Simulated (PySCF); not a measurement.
Job for PySCF: R-B3LYP/6-31G* on GeH4Se2 (SMILES [GeH3][Se][SeH]), a point of a torsion scan.

```python
from pyscf import gto, scf, dft, mp
from pyscf.data.elements import chemcore

mol = gto.M(
    atom='''
    Ge    1.02233590   -0.08128536    0.04631064
    Se   -0.47385870    1.66034677   -0.40540214
    Se   -2.44352645    0.52801439    0.15482295
    H     0.75747208   -1.26776449   -0.83673367
    H     2.39126346    0.45579437   -0.23551134
    H     0.92631171   -0.52361191    1.47807383
    H    -3.12194890    1.73611963    0.57752259
    ''',
    basis='6-31g*',
    cart=True,
    charge=0, spin=0, verbose=3, max_memory=1800)
mf = dft.RKS(mol, xc='b3lyp')
mf.conv_tol = 1e-8
mf.max_cycle = 100
mf.kernel()
if not mf.converged:
    mf = mf.newton().run(mf.mo_coeff, mf.mo_occ)
```

It printed:

```
converged SCF energy = -6881.78210097318
```

Self-consistency was reached.

Cost: roughly 12 core-seconds.
